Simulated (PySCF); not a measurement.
Vertical excitations of a molecule C₅H₆O₂ from PySCF with TDA-PBE/def2-SVPD, as energy in eV (oscillator strength): 4.52 (0.043), 5.06 (0.033), 5.60 (0.006), 5.68 (0.012), 5.95 (0.017), 6.10 (0.012), 6.49 (0.018), 6.52 (0.031), 6.66 (0.038), 6.86 (0.007). Lowest triplet (TDA): 3.64 eV. Geometry: B3LYP-D3(BJ)/def2-SVP. The values are those of a single conformer.

### Question
Pick the molecule that these values belong to.
(A) C1=COC=COC1
(B) C[C@@]1(C=O)C=CO1
(C) C=C1OCOC1=C
(D) C#C[C@H]1O[C@@H](C)O1

### Answer
A, C1=COC=COC1
